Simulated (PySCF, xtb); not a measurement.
Ga(Br)2(OH) (Br2GaHO), SMILES [Ga]([Br])([OH])[Br].

GFN2-xTB run with xtb at its own geometry gives an orbital gap of 3.80 eV and a dipole moment of 3.29 D.

Geometry: PBE0-D3(BJ)/def2-SVP. The structure was generated by enumeration; whether it is a known compound was not checked. The values are those of a single conformer.

**Question.** What does PBE/def2-TZVP in PySCF give? (Estimate from the structure and the level; the computed values follow.)

**Answer.** gap 4.73 eV (levels -7.41 and -2.68 eV), dipole 1.29 D.
